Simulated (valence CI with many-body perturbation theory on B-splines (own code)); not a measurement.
**Level structure of Pb XII**

Level of theory: configuration interaction combined with many-body perturbation theory (CI+MBPT): three valence electrons over a frozen Dirac-Fock core [Xe] 4f14, a basis of 7 s, 7 p, 8 d, 6 f, 4 g, 1 h functions for each j, with the one-electron correlation potential Σ1, the two-electron term Σ2, the three-electron term Σ3, Breit, model QED; selected CI, second order for the rest, scaled by the run's own slope (own B-spline code, finite nucleus).

No measured spectrum was set against this ion. As an estimate, terms of the open shell hold to 2 to 4 % of their energy, and close levels can change places. Excitations out of the core, of the other parity, are not computed and may begin above about 50.8 eV (a cautious bound); beyond it only levels of the ground parity were kept, without lifetimes.

Levels 46 to 58 of 58, with energies above the lowest level, (5d3/2^3) J=3/2. "Leading %" is the weight of the configuration and term that name the level; weights of strongly mixed levels are sums over their largest components and can fall short. In the jj column 3d3/2^4 stands for four electrons in 3d with j = 3/2.

```csv
No.,Configuration,Term,J,E (eV),Leading %,Second component,Leading jj
46,5d2 6d,2F,7/2,97.495,37,28 % 5d2 6d 4G,5d3/2 5d5/2 6d3/2 (96 %)
47,5d2 6d,4F,3/2,97.615,39,15 % 5d2 6d 2P,5d3/2^2 6d3/2 (79 %)
48,5d2 6d,4H,9/2,98.026,40,26 % 5d2 6d 2H,5d3/2 5d5/2 6d3/2 (93 %)
49,5d2 6d,4P,3/2,98.206,29,23 % 5d2 6d 2P,5d3/2 5d5/2 6d3/2 (86 %)
50,5d 6s2,2D,5/2,98.281,65,16 % 5d2 6d 4F,5d5/2 6s^2 (65 %)
51,5d2 6d,4F,5/2,98.760,39,28 % 5d 6s2 2D,5d3/2 5d5/2 6d3/2 (51 %)
52,5d2 6d,2F,5/2,98.858,36,33 % 5d2 6d 4D,5d3/2 5d5/2 6d5/2 (89 %)
53,5d2 6d,4H,11/2,99.094,74,14 % 5d2 6d 4G,5d3/2 5d5/2 6d5/2 (96 %)
54,5d2 6d,4G,9/2,99.220,56,26 % 5d2 6d 2H,5d3/2 5d5/2 6d5/2 (93 %)
55,5d2 6d,2P,1/2,99.251,51,28 % 5d2 6d 4D,5d3/2 5d5/2 6d5/2 (86 %)
56,5d2 6d,4D,5/2,99.267,32,22 % 5d2 6d 2F,5d3/2^2 6d5/2 (60 %)
57,5d2 6d,4D,5/2,99.426,30,18 % 5d2 6d 4F,5d3/2 5d5/2 6d3/2 (84 %)
58,5d2 6d,4D,7/2,99.492,29,17 % 5d2 6d 2G,5d3/2 5d5/2 6d3/2 (47 %)
```

Where two levels of one J and parity lie close, their mixing, g and order are uncertain.
